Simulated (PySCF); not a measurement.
Job for PySCF: R-B3LYP/6-31G* on MgO, 2S+1 = 1, a spin state set in the input, which need not be the lowest, a point of a bond scan (R = 1.695 Å).

```python
from pyscf import gto, scf, dft, mp
from pyscf.data.elements import chemcore

mol = gto.M(
    atom='''
    O     0.00000000    0.00000000    0.00000000
    Mg    0.00000000    0.00000000    1.69463600
    ''',
    basis='6-31g*',
    cart=True,
    charge=0, spin=0, verbose=3, max_memory=1800)
mf = dft.RKS(mol, xc='b3lyp')
mf.conv_tol = 1e-8
mf.max_cycle = 100
mf.kernel()
if not mf.converged:
    mf = mf.newton().run(mf.mo_coeff, mf.mo_occ)
```

It printed:

```
converged SCF energy = -275.215033752717
```

The run converged.

Cost: about 1.9 core-seconds (a rough figure).
